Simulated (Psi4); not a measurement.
Level of theory: SAPT0/jun-cc-pVDZ, all electrons correlated run with Psi4 1.11.

Psi4 input:

```
molecule {
0 1
H 0.37192003 -0.00000000 0.00000000
H -0.37192003 0.00000000 -0.00000000
--
1 1
Na 2.76297193 0.00029107 0.00068029
units angstrom
symmetry c1
no_reorient
no_com
}
set basis jun-cc-pvdz
set scf_type df
set freeze_core false
energy('sapt0')
```

Part of the output:

```
    SAPT Results
  --------------------------------------------------------------------------------------------------------
    Electrostatics                  3.03954533 [mEh]       1.90734349 [kcal/mol]       7.98032518 [kJ/mol]
      Elst10,r                      3.03954533 [mEh]       1.90734349 [kcal/mol]       7.98032518 [kJ/mol]

    Exchange                        1.18348720 [mEh]       0.74264943 [kcal/mol]       3.10724522 [kJ/mol]
      Exch10                        1.18348720 [mEh]       0.74264943 [kcal/mol]       3.10724522 [kJ/mol]
      Exch10(S^2)                   1.18299691 [mEh]       0.74234177 [kcal/mol]       3.10595795 [kJ/mol]

    Induction                      -4.35567575 [mEh]      -2.73322780 [kcal/mol]     -11.43582511 [kJ/mol]
      Ind20,r                      -5.70693947 [mEh]      -3.58115858 [kcal/mol]     -14.98356752 [kJ/mol]
      Exch-Ind20,r                  1.21422100 [mEh]       0.76193518 [kcal/mol]       3.18793680 [kJ/mol]
      delta HF,r (2)                0.13704272 [mEh]       0.08599560 [kcal/mol]       0.35980561 [kJ/mol]

    Dispersion                     -0.03003291 [mEh]      -0.01884594 [kcal/mol]      -0.07885140 [kJ/mol]
      Disp20                       -0.03452694 [mEh]      -0.02166598 [kcal/mol]      -0.09065046 [kJ/mol]
      Exch-Disp20                   0.00449402 [mEh]       0.00282004 [kcal/mol]       0.01179906 [kJ/mol]
      Disp20 (SS)                  -0.01726347 [mEh]      -0.01083299 [kcal/mol]      -0.04532523 [kJ/mol]
      Disp20 (OS)                  -0.01726347 [mEh]      -0.01083299 [kcal/mol]      -0.04532523 [kJ/mol]
      Exch-Disp20 (SS)              0.00343537 [mEh]       0.00215572 [kcal/mol]       0.00901955 [kJ/mol]
      Exch-Disp20 (OS)              0.00105866 [mEh]       0.00066432 [kcal/mol]       0.00277950 [kJ/mol]

  Total HF                         -0.13264321 [mEh]      -0.08323487 [kcal/mol]      -0.34825471 [kJ/mol]
  Total SAPT0                      -0.16267613 [mEh]      -0.10208081 [kcal/mol]      -0.42710611 [kJ/mol]
```
